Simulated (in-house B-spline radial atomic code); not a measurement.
Settings and results of a run for the zirconium ion Zr⁴⁺. Level of theory: Dirac-Kohn-Sham LC-wPBE, spherical fractional occupations, Fermi nucleus of rms radius 4.2694 fm; calculated with a B-spline radial code for spherical atoms.

Command:
```bash
python run_scf.py task.json out
```
Settings (nuclear radius in fm, mass in u):
```
Z                40
configuration    [Ar] 3d10 4s2 4p6
hamiltonian      dirac
method           lc_wpbe
spin_polarised   False
nucleus          fermi
rms_radius       4.2694
atomic_mass      89.9047
speed_of_light   137.035999084
```

Output (hartree, bohr):
```
 radial grid: 68 intervals, B-splines of order 8, outer radius 22.1277 bohr

 iter        energy (Eh)    residual
    1       -3592.534424    4.70e-01
    2       -3595.336279    2.11e-01
    3       -3596.076108    4.37e-02
    4       -3596.106179    1.70e-02
    5       -3596.108178    4.07e-03
    6       -3596.108496    1.10e-03
    7       -3596.108506    5.67e-05
    8       -3596.108506    3.47e-06
    9       -3596.108506    2.51e-07

 total energy                     -3596.10851
 kinetic                            3716.3102
 electron-nucleus                  -8621.8466
 Hartree                            1422.3495
 exact exchange                       -7.9106
 exchange-correlation               -105.0110

 first-order corrections (not in the total)
   Gaunt                             2.2780
   retardation                      -0.2240
   frequency dependence             -0.0127
   self-energy                       1.5278
   Uehling                          -0.1689
   Wichmann-Kroll                    0.0023
   recoil                            0.0156

 orbital      occ     eigenvalue          <r>       <r^2>       <1/r>     <1/r^3>       r_max    small
 1s1/2      2.000      -656.5693    0.0370624  0.00185236     41.2617           -     0.02413  2.12e-02
 2s1/2      2.000       -92.5199     0.162263   0.0310979     9.34305           -       0.137  4.31e-03
 2p1/2      2.000       -84.8310      0.13866   0.0235987      9.3146           -       0.107  4.31e-03
 2p3/2      4.000       -81.6765     0.143036   0.0249831     8.91208     2034.25      0.1106  4.18e-03
 3s1/2      2.000       -16.6741     0.457991    0.240634     3.16215           -      0.4082  1.12e-03
 3p1/2      2.000       -13.8107     0.454685     0.24114     3.05628           -      0.3962  1.07e-03
 3p3/2      4.000       -13.3083     0.465097      0.2521     2.96003     328.434      0.4053  1.03e-03
 3d3/2      4.000        -8.2635     0.450048    0.245033     2.75659     46.5211       0.346  9.17e-04
 3d5/2      6.000        -8.1716     0.453575    0.248744     2.73164     49.1715      0.3487  9.07e-04
 4s1/2      2.000        -3.7412      1.19364     1.60975     1.13603           -       1.073  2.43e-04
 4p1/2      2.000        -2.9153      1.29704     1.91388     1.03193           -       1.148  2.07e-04
 4p3/2      4.000        -2.8436      1.32238     1.98866     1.00775     46.3001       1.171  2.01e-04
```

Cost of the run: 3.6 s on 1 thread of Arm Neoverse V1, with other jobs on the host.

For the Dirac Hamiltonian the kinetic term is c α·p + (β - 1)c².
